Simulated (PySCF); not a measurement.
1,1-difluoropropan-2-one (C₃H₄F₂O), SMILES CC(=O)C(F)F.

The structure is a stationary point at B3LYP-D3(BJ)/def2-SVP. The values are those of a single conformer.

The numbers are results of SMD-M06-2X/def2-SVP (PySCF), not measurements.

Solvation free energies are E(SMD) − E(gas) at the gas-phase geometry, for 1 M in both phases. In vacuum the dipole moment is 1.03 D.

Computed solvation free energies in water, dichloromethane, 1-octanol:
| solvent | ΔG(solv) (kcal/mol) | its non-electrostatic (CDS) part | dipole (D) |
|---|---|---|---|
| water | -2.4 | 4.6 | 1.42 |
| dichloromethane | -4.8 | -0.2 | 1.19 |
| 1-octanol | -3.8 | 1.9 | 1.33 |
